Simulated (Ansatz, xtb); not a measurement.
System: NH (charge +1, doublet). 
Coordinates optimised at B3LYP-D3(BJ)/def2-TZVP (Ansatz, an electronic-structure program):
SMILES: [NH+]
```xyz
2

N      0.0000     0.0000    -0.1353
H      0.0000     0.0000     0.9473
```
Charge +1, spin multiplicity 2.

Harmonic wavenumbers from GFN2-xTB (xtb, at its own minimum), cm⁻¹: 2459.

Give the harmonic wavenumbers at B3LYP-D3(BJ)/def2-TZVP (Ansatz, finite differences of forces, unscaled).

2906 cm⁻¹. Zero-point energy 4.2 kcal/mol.

From these and the geometry, give the ideal-gas thermochemistry at 298.15 K and 1 atm (rigid rotor, harmonic oscillator).

Point group C∞v, rotational symmetry number 1. Rotational constants 458.5, 458.5 GHz. S(trans) 34.07, S(rot) 7.17, S(vib) 0.00, S(elec, spin only) 1.38, S 42.6 cal/(mol K). H(298) - H(0) 2.07 kcal/mol; G - E(el) -6.5 kcal/mol.
